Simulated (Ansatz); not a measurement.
Reaction (ligand exchange at the Si–S bond): `F[Si](F)(S)Cl` + CH₃SH → `CS[Si](F)(F)Cl` + H₂S

Isolated molecules relaxed with PBE0-D4/def2-TZVP in Ansatz; ΔE leaves out vibrations. CCSD(T)/CBS adds triple-zeta CCSD(T) − MP2 to the extrapolated MP2 energy (def2 sets, frozen cores). This one scheme is used for every species. Functionals use def2-TZVPP. B3LYP here is the variant with VWN-RPA as its local correlation; programs differ in this. HSE06 is defined as in plane-wave codes. Each species was taken in one conformer, which may not be the lowest.

```
             level  ΔE (kJ/mol)  difference from CCSD(T)/CBS
       LDA (SPW92)         -4.8                          0.4
            PBE-D4         -5.6                         -0.4
         revPBE-D4         -6.9                         -1.7
           BLYP-D4         -7.3                         -2.1
         r2SCAN-D4         -5.2                          0.0
            B97M-V         -4.3                          0.9
          B3LYP-D4         -6.3                         -1.1
        r2SCANh-D4         -4.9                          0.3
        r2SCAN0-D4         -4.6                          0.6
          HSE06-D4         -4.8                          0.4
          BHLYP-D4         -5.8                         -0.6
      CAM-B3LYP-D4         -5.1                          0.1
           ωB97X-V         -4.6                          0.6
           ωB97M-V         -4.7                          0.5
          PBE-QIDH         -3.4                          1.8
               PBE         -2.6                          2.6
            revPBE         -1.2                          4.0
              BLYP         -1.4                          3.8
            r2SCAN         -4.2                          1.0
              PBE0         -2.2                          3.0
             B3LYP         -1.5                          3.7
           r2SCANh         -3.9                          1.3
           r2SCAN0         -3.4                          1.8
             HSE06         -2.1                          3.1
             BHLYP         -1.6                          3.6
         CAM-B3LYP         -2.1                          3.1
           LC-ωPBE         -2.1                          3.1
RPA@PBE/def2-TZVPP         -4.5                          0.7
       HF/def2-SVP         -3.8                          1.4
      MP2/def2-SVP         -7.2                         -2.0
     CCSD/def2-SVP         -6.1                         -0.9
  CCSD(T)/def2-SVP         -7.0                         -1.8
     HF/def2-TZVPP         -0.3                          4.9
    MP2/def2-TZVPP         -5.2                          0.0
SCS-MP2/def2-TZVPP         -4.1                          1.1
CCSD(T)/def2-TZVPP         -4.7                          0.5
     HF/def2-QZVPP          0.0                          5.2
    MP2/def2-QZVPP         -5.4                         -0.2
     MP2/CBS(def2)         -5.7                         -0.5
    CCSD/CBS(def2)         -4.2                          1.0
       CCSD(T)/CBS         -5.2                            0
```

Largest T1 diagnostic among the species: 0.011.

Leaving LDA and LC-ωPBE aside and taking each functional with its dispersion term where it has one, the values, not all of them listed here, spread over 4.2 kJ/mol, from BLYP-D4 to B2PLYP. The D4 term adds −4.8 kJ/mol with B3LYP and −2.8 kJ/mol with PBE0; it sums over pairs of atoms, weighted by their polarisabilities, and B3LYP, whose exchange is more repulsive, gets the larger term. In def2-TZVPP, CCSD(T) changes the Hartree–Fock value by −4.5 kJ/mol (the triples alone add −1.0 kJ/mol) and MP2 by −5.0 kJ/mol.
